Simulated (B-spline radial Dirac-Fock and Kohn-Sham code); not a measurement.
## Two-hole binding energies of Te²⁻

System: the Te²⁻ ion, configuration 1s2 2s2 2p6 3s2 3p6 3d10 4s2 4p6 4d10 5s2 5p6, inside a Watson sphere of charge +2 and radius 1.878 Å (a model of the Madelung potential; inside it an electron's potential energy is lowered by 15.3 eV).

Calculated with a radial atomic solver, using Dirac-Fock (average of configuration) total-energy differences with a finite nucleus, the Breit interaction including its frequency dependence, and self-energy and vacuum-polarisation corrections. U is the two-hole binding energy less the two single-hole energies, the effective repulsion of the holes after relaxation. Each two-hole energy is an average over J within one jj subconfiguration.

```csv
holes,E(a) (eV),E(b) (eV),E(ab) (eV),U (eV)
1s⁻¹ 2p1/2⁻¹,31818.2,4619.1,36671.9,234.6
1s⁻¹ 3p1/2⁻¹,31818.2,879.1,32763.9,66.6
1s⁻¹ 3p3/2⁻¹,31818.2,827.4,32707.7,62.0
2s⁻²,4951.6,4951.6,10036.3,133.1
2s⁻¹ 2p1/2⁻¹,4951.6,4619.1,9694.9,124.2
2s⁻¹ 2p3/2⁻¹,4951.6,4348.2,9420.2,120.4
2p1/2⁻²,4619.1,4619.1,9405.2,167.1
2p1/2⁻¹ 2p3/2⁻¹,4619.1,4348.2,9116.2,148.9
2p1/2⁻¹ 3d5/2⁻¹,4619.1,578.2,5255.6,58.4
2p3/2⁻¹ 3d5/2⁻¹,4348.2,578.2,4982.7,56.3
3p1/2⁻¹ 3p3/2⁻¹,879.1,827.4,1746.0,39.5
4d3/2⁻²,46.30,46.30,?,?
4d3/2⁻¹ 4d5/2⁻¹,46.30,44.85,105.8,14.7
5p1/2⁻²,8.69,8.69,25.16,7.8
```

Question: Give the missing two-hole energy and U.

Answer: E(ab) = 107.1 eV and U = 14.5 eV.
